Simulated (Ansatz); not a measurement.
`[OH][Zr]([OH])([OH])[Br]`, charge 0, multiplicity 1.

Question: Give a relaxed structure at PBE0-D4/def2-TZVP (the Gaussian-basis code of Ansatz). (Estimate.)

Answer: The calculation gave: 
```xyz
8

O    -1.593   -0.419    0.809
Zr   -0.017   -0.173   -0.242
O     0.123    1.652   -0.790
O     1.525   -0.668    0.771
Br   -0.160   -1.649   -2.307
H    -2.419   -0.293    1.266
H     0.428    2.539   -0.956
H     2.113   -0.988    1.449
```
Point group C3.
